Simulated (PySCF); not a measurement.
Choosing a molecule for a target property.

Each SMILES stands for a single optimised conformer of the isolated species, non-relativistic unless stated. Electronic properties by PySCF.

The conformers computed, where there is a choice (atom-mapped SMILES and torsion angles):
- `[CH3:1][CH2:2][CH2:3][NH:4][C:5]([CH3:6])=[O:7]`: C1–C2–C3–N4 64°, C2–C3–N4–C5 -115°, C3–N4–C5–C6 177°
- `[CH3:1][S:2][CH2:3][SiH2:4][F:5]`: C1–S2–C3–Si4 69°, S2–C3–Si4–F5 170°
- `[CH2:1]=[C:2]([CH3:3])[S:4][CH2:5][F:6]`: C1–C2–S4–C5 -20°, C2–S4–C5–F6 78°
- `[CH3:1][O:2][c:3]1[n:4][n:5][cH:6][n:7][c:8]1[CH3:9]`: C1–O2–C3–N4 0°
- `[F:1][CH2:2][CH2:3][SiH2:4][SH:5]`: F1–C2–C3–Si4 59°, C2–C3–Si4–S5 70°, H–S5–Si4–C3 177°
- `[CH3:1][CH2:2][C:3](=[O:4])[N:5]([CH3:6])[CH3:7]`: C1–C2–C3–O4 -2°, C2–C3–N5–C6 0°
- `[CH3:1][S:2][SiH2:3][CH2:4][F:5]`: C1–S2–Si3–C4 180°, S2–Si3–C4–F5 180°

Task: Wanted: lowest triplet excitation (Tamm–Dancoff) below 4.6 eV (TDA wB97X-D/def2-SVPD) and electronic spatial extent ⟨r²⟩ about the centre of nuclear charge above 1000 bohr² (wB97X-D/def2-SVPD), at GFN2-xTB geometries. Which candidate meets both?
A. `C(NCCC)(=O)C`
B. `C=C(C)SCF`
C. `COc1nncnc1C`
D. `CSC[SiH2]F`
E. `FCC[SiH2]S`

Result: C. Computed values:
```
     species  lowest triplet excitation (Tamm–Dancoff)  electronic spatial extent ⟨r²⟩ about the centre of nuclear charge
 COc1nncnc1C                                   2.90 eV                                                         1109 bohr²
   C=C(C)SCF                                   4.21 eV                                                          803 bohr²
  CSC[SiH2]F                                   4.90 eV                                                          904 bohr²
C(NCCC)(=O)C                                   5.44 eV                                                          955 bohr²
  FCC[SiH2]S                                   5.89 eV                                                          852 bohr²
```

Task: Wanted: static isotropic polarisability above 80 au (wB97X-D/def2-SVPD) and dipole moment above 2 D (wB97X-D/def2-SVPD), at GFN2-xTB geometries. Which candidate meets both?
A. `CCCNC(C)=O`
B. `COc1nncnc1C`
C. `[SiH2]1[SiH2][SiH2][SiH2][SiH2][SiH2]1`
D. `CSC[SiH2]F`
E. `[SiH3]N[SiH3]`

Result: B. Computed values:
```csv
species,static isotropic polarisability,dipole moment
[SiH3]N[SiH3],61.4 au,0.75 D
CSC[SiH2]F,70.1 au,1.76 D
CCCNC(C)=O,72.4 au,3.86 D
COc1nncnc1C,82.6 au,2.77 D
[SiH2]1[SiH2][SiH2][SiH2][SiH2][SiH2]1,174.2 au,0.00 D
```

Task: Wanted: HOMO–LUMO gap above 11 eV (wB97X-D/def2-SVPD) and smallest rotational constant above 1.2 GHz (GFN2-xTB), at GFN2-xTB geometries. Which candidate meets both?
A. `CSC[SiH2]F`
B. `CS[SiH2]CF`
C. `CCCNC(=O)C`
D. `COc1nncnc1C`
E. `CCC(=O)N(C)C`

Result: C. Computed values:
| species | HOMO–LUMO gap | smallest rotational constant |
| --- | --- | --- |
| COc1nncnc1C | 8.76 eV | 1.042 GHz |
| CSC[SiH2]F | 9.88 eV | 1.275 GHz |
| CS[SiH2]CF | 10.41 eV | 1.152 GHz |
| CCC(=O)N(C)C | 10.81 eV | 1.383 GHz |
| CCCNC(=O)C | 11.29 eV | 1.453 GHz |
